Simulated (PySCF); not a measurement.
3-methoxypropanenitrile (C4H7NO), SMILES COCCC#N.

Coordinates come from a ωB97X-D3(BJ)/def2-SVP optimisation. Other conformers were not sampled.

The numbers are results of TDDFT-PBE/def2-SVPD (PySCF), not measurements.

Vertical excitations.  State labels are in the subgroup Cs.

Computed UV-visible absorptions:
```json
[
 {"state": "S1", "symmetry": "A\"", "energy (eV)": "5.99", "λ (nm)": "207", "f": "0.003", "main pairs": "HOMO→LUMO 100 %"},
 {"state": "S2", "symmetry": "A'", "energy (eV)": "6.26", "λ (nm)": "198", "f": "0.017", "main pairs": "HOMO→LUMO+1 100 %"},
 {"state": "S3", "symmetry": "A\"", "energy (eV)": "6.41", "λ (nm)": "194", "f": "0.016", "main pairs": "HOMO→LUMO+2 100 %"},
 {"state": "S4", "symmetry": "A\"", "energy (eV)": "6.72", "λ (nm)": "185", "f": "0.008", "main pairs": "HOMO→LUMO+3 100 %"},
 {"state": "S5", "symmetry": "A\"", "energy (eV)": "7.37", "λ (nm)": "168", "f": "0.012", "main pairs": "HOMO→LUMO+4 94 %"},
 {"state": "S6", "symmetry": "A\"", "energy (eV)": "7.55", "λ (nm)": "164", "f": "0.013", "main pairs": "HOMO→LUMO+5 93 %"},
 {"state": "S7", "symmetry": "A'", "energy (eV)": "7.56", "λ (nm)": "164", "f": "0.032", "main pairs": "HOMO→LUMO+6 95 %"},
 {"state": "S8", "symmetry": "A\"", "energy (eV)": "7.64", "λ (nm)": "162", "f": "0.000", "main pairs": "HOMO−2→LUMO 90 %"},
 {"state": "S9", "symmetry": "A'", "energy (eV)": "7.72", "λ (nm)": "161", "f": "0.007", "main pairs": "HOMO−1→LUMO 74 %, HOMO−3→LUMO 17 %"},
 {"state": "S10", "symmetry": "A\"", "energy (eV)": "7.88", "λ (nm)": "157", "f": "0.001", "main pairs": "HOMO−1→LUMO+1 76 %, HOMO−2→LUMO+2 13 %"},
 {"state": "T1", "symmetry": "A\"", "energy (eV)": "5.93", "λ (nm)": "209", "f": "0", "main pairs": "HOMO→LUMO 99 %"},
 {"state": "T2", "symmetry": "A'", "energy (eV)": "6.19", "λ (nm)": "200", "f": "0", "main pairs": "HOMO→LUMO+1 98 %"},
 {"state": "T3", "symmetry": "A\"", "energy (eV)": "6.27", "λ (nm)": "198", "f": "0", "main pairs": "HOMO→LUMO+2 98 %"},
 {"state": "T4", "symmetry": "A'", "energy (eV)": "6.43", "λ (nm)": "193", "f": "0", "main pairs": "HOMO−2→LUMO+1 39 %, HOMO−1→LUMO 29 %, HOMO−3→LUMO 14 %, HOMO−1→LUMO+2 7 %"}
]
```
Triplets are in the Tamm–Dancoff approximation, which puts them higher than full response would, so one can lie above its singlet here.
